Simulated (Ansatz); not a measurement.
Ansatz (a program for electronic structure) input (RPA@PBE/cc-pVTZ):

Ansatz 0.2 input:
```yaml
crystal:
  periodic: [false, false, false]
  atoms:
    - {symbol: B, position_ang: [0.65371031, -0.02164797, -0.12540533]}
    - {symbol: F, position_ang: [1.43477377, -0.38896058, -1.08360252]}
    - {symbol: F, position_ang: [0.96515006, 0.47621150, 1.02159189]}
    - {symbol: O, position_ang: [-0.75478687, -0.19549439, -0.38191664]}
    - {symbol: C, position_ang: [-1.90707606, 0.13962701, 0.54775322]}
    - {symbol: H, position_ang: [-1.44215329, 0.54807012, 1.43719505]}
    - {symbol: H, position_ang: [-2.51281396, 0.86959562, 0.02207254]}
    - {symbol: H, position_ang: [-2.42024379, -0.79656762, 0.73834835]}
    - {symbol: H, position_ang: [-1.01190361, -0.57192356, -1.24367969]}
basis:
  gaussian:
    orbitals: cc-pVTZ
hamiltonian:
  xc: pbe
total_charge: 1
magnetization: {spin_polarized: false}
correlation: {method: rpa, electrons: outside_noble_gas}
```

Output:

```
Functional definition: PBE
integrals: 0.36 GiB planned
1230 factors; integrals over basis functions are off by at most 9.5e-4 eV
mean field: 1.19 GiB planned
mean field evaluation 1: about -9234.3153 eV, gradient 9.9e1 eV
mean field evaluation 2: about -9234.3109 eV, gradient 9.9e1 eV
mean field evaluation 4: about -9248.1309 eV, gradient 1.7e1 eV
mean field evaluation 8: about -9248.6566 eV, gradient 6.5e-1 eV
mean field evaluation 16: about -9248.6521 eV, gradient 4.4e-4 eV
mean field -9248.65208639 eV, -339.8816952134 hartree, gradient 9.4e-6 eV, S^2 0.000000; 0 other end points of the search recorded, 0 dependent functions left out
5 core orbitals not correlated
reference -9213.22546796 eV, -338.5797909989 hartree; 15, 15 occupied and 186, 186 virtual orbitals, 1230 factors
Total energy: -9255.16861873 eV, -340.1211733598 hartree
```

It need not be the lowest isomer of its formula.
